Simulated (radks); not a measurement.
The cobalt ion Co6+ is in [Ar] 3d3. Method: scalar-relativistic Kohn-Sham, PBEsol, spin-polarised, spherical densities, finite nucleus; Fermi nuclear charge, rms radius of each element as measured or else 0.836 A^(1/3) + 0.57 fm; computed with a radial shooting solver on a logarithmic mesh with Libxc functionals. Open shells are filled with parallel spins first. One electron is removed from 3p, 3d, 3s, 2p in turn, with full relaxation. Which removal costs least, and what does each cost?

Answer. 3d 129.44 eV; 3p 184.73 eV; 3s 222.68 eV; 2p 924.97 eV. The 3d electron leaves first.
